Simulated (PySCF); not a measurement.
C7H14F2Si.
Atom-mapped SMILES: `[CH3:1][C@@H:2]1[C@@H:3]([F:4])[Si@@H:5]([CH3:6])[CH2:7][CH2:8][C@@H:9]1[F:10]`

Structure used (GFN2-xTB), in Å, numbered top down from 1:
```
atom  x, y, z in Å
C1     2.3410   -0.5290   -0.3414
C2     1.4016   -0.0823    0.7744
C3     0.2000   -1.0159    0.8882
F4    -0.4464   -0.7520    2.0979
Si5   -1.0970   -0.7857   -0.5179
C6    -2.7614   -1.4816    0.0583
C7    -1.1569    1.1007   -0.7597
C8     0.2398    1.7133   -0.6939
C9     0.9426    1.3727    0.6149
F10    2.0627    2.1857    0.7309
H11    1.8084   -0.6601   -1.2796
H12    2.8059   -1.4762   -0.0786
H13    3.1239    0.2127   -0.4799
H14    1.9552   -0.1195    1.7219
H15    0.5542   -2.0487    0.9806
H16   -0.6029   -1.4699   -1.7251
H17   -2.7047   -2.5545    0.2106
H18   -3.0695   -1.0323    0.9983
H19   -3.5386   -1.2925   -0.6748
H20   -1.6174    1.3650   -1.7114
H21   -1.7759    1.5508    0.0192
H22    0.8470    1.3744   -1.5336
H23    0.1766    2.8031   -0.7560
H24    0.2999    1.6414    1.4643
```

Probes without a nucleus sit at each ring's centroid and 1 Å off its mean plane on both sides; NICS is minus the shielding there, NICSzz its component along the normal. Level: GIAO PBE0/pcSseg-1 (PySCF, non-relativistic, gas phase) on the GFN2-xTB geometry, one conformer.

Ring bond lengths (Å), with Mayer bond orders in brackets: C2–C3 1.526 (1.00), C3–Si5 1.927 (0.82), Si5–C7 1.903 (0.91), C7–C8 1.527 (1.03), C8–C9 1.524 (1.00), C9–C2 1.534 (0.99).

What do the NICS probes read (ppm)?

| ring | type | NICS(0) | NICS(1), two faces | NICS(1)zz, two faces | rms pucker (Å) | centre to ring atoms, mean (Å) |
| --- | --- | --- | --- | --- | --- | --- |
| C2–C3–Si5–C7–C8–C9 | 6-membered ring with Si; formal bonds all single | -2.9 | -2.6 / -2.2 | 3.7 / 2.7 | 0.24 | 1.59 |

What can be read from them?

- C2–C3–Si5–C7–C8–C9: mean NICS(1)zz 3.2 ppm, deshielded. C2, C3, Si5, C7, C8, C9 have four or more neighbours, so the value isn't read as a sign of a π ring current.

What is the mean of the two in-plane components of NICS at the first NICS(1) probe listed for ring C2–C3–Si5–C7–C8–C9, 1 Å off the ring?

The isotropic value is a third of the trace: (3 × -2.6 − (3.7))/2 = -5.8 ppm.
